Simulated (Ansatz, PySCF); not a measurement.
H₃GeIMg (SMILES [GeH3][Mg][I]), singlet, at a GFN2-xTB geometry (such geometries of metal compounds can be far from the true shape) (all electrons, no relativity), with bond 4-3 at 2.4 times its length. Base run: CASSCF(4,6)/STO-3G (PySCF).

PySCF was given this input:
```python
from pyscf import gto, scf, mcscf
import numpy

mol = gto.M(
    atom='''
Mg    0.332894    0.276842    0.800769
I    -0.401922    1.172508   -1.537443
Ge    0.494629   -1.813545    2.032260
H     2.339504   -4.352143    0.176191
H     1.056271   -2.037188    3.413069
H    -0.840613   -2.523101    2.170984
''',
    basis='sto-3g',
    charge=0,
    spin=0,
    verbose=4,
)

mf = scf.RHF(mol)
mf.kernel()
mc = mcscf.CASSCF(mf, 6, 4)
mc.fix_spin_(ss=0.0)
mc.kernel()
occ = numpy.linalg.eigvalsh(mc.fcisolver.make_rdm1(mc.ci, mc.ncas, mc.nelecas))[::-1]
ss = mc.fcisolver.spin_square(mc.ci, mc.ncas, mc.nelecas)[0]
print('natural occupations', occ.round(4), ' <S^2>', round(ss, 4))
```

Programs used: Ansatz (an electronic-structure program), PySCF; a row that names a program was run with it.

Variants of this job, named by their change:

| change | ΔE vs base (kcal/mol) | natural occupations | <S^2> of the state | outcome |
|---|---|---|---|---|
| base | 0.000 | 1.98 1.13 0.87 0.02 0.00 0.00 | 0.00 | converged |
| active space = 6 electrons, 8 orbitals | - | - | - | not converged |
| orbitals = fixed (CASCI); correction = SC-NEVPT2 | -29.16 | 2.00 1.14 0.86 0.00 0.00 0.00 | 0.00 | converged |
| active space = 4 electrons, 5 orbitals | 1.00 | 1.98 1.13 0.86 0.02 0.00 | 0.00 | converged |
| code = ansatz | -3.53 | - | - | converged |
| start = MP2 natural orbitals | 0.000 | 1.98 1.13 0.87 0.02 0.00 0.00 | 0.00 | converged |
| state_average = 2 states | 1.70 | - | - | converged |
| fix_spin_ = off | 0.000 | 1.98 1.13 0.87 0.02 0.00 0.00 | 0.00 | converged |
| solver = newton | 0.000 | 1.98 1.13 0.87 0.02 0.00 0.00 | 0.00 | converged |
| correction = SC-NEVPT2 | -31.86 | 1.98 1.13 0.87 0.02 0.00 0.00 | 0.00 | converged |
| active space = 8 electrons, 8 orbitals | -2.67 | 2.00 2.00 2.00 1.13 0.87 0.00 0.00 0.00 | 0.00 | converged |

Active orbitals are taken around the Fermi level unless the row says otherwise; CASSCF can end in different local minima, and two programs can end on different orbitals. State-averaged rows give the lowest state.
